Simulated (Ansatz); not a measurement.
One change: `CCC#CCCC` becomes `CBC#CCC`.

Ansatz, PBE0-D4/def2-TZVP geometries, multiplicity 1. Each molecule was computed in one conformer, which needn't be the lowest.

```
                             property  `CCC#CCCC`
   LUMO energy (PBE0/def2-TZVPP) / eV        1.09
HOMO–LUMO gap (B3LYP/def2-TZVPP) / eV        7.62
 HOMO–LUMO gap (PBE0/def2-TZVPP) / eV        8.13
  LUMO energy (B3LYP/def2-TZVPP) / eV        0.79
    LUMO energy (PBE/def2-TZVPP) / eV        0.20
   HOMO energy (PBE0/def2-TZVPP) / eV       -7.04
```

Problem. Give the same properties after the change, and the shifts. (Best estimate.)

Solution. Ansatz gave: 
```tsv
property	`CBC#CCC`	shift
LUMO energy (PBE0/def2-TZVPP) / eV	-1.49	-2.58
HOMO–LUMO gap (B3LYP/def2-TZVPP) / eV	5.40	-2.22
HOMO–LUMO gap (PBE0/def2-TZVPP) / eV	5.80	-2.33
LUMO energy (B3LYP/def2-TZVPP) / eV	-1.68	-2.47
LUMO energy (PBE/def2-TZVPP) / eV	-2.41	-2.61
HOMO energy (PBE0/def2-TZVPP) / eV	-7.29	-0.25
```

With PBE0 the HOMO falls by 0.25 eV and the LUMO falls by 2.58 eV, so the gap narrows by about 2.33 eV. PBE moves the HOMO by -0.26 eV and ωB97M-V by -0.22 eV.

B3LYP here is the variant with VWN-RPA as its local correlation; programs differ in this.
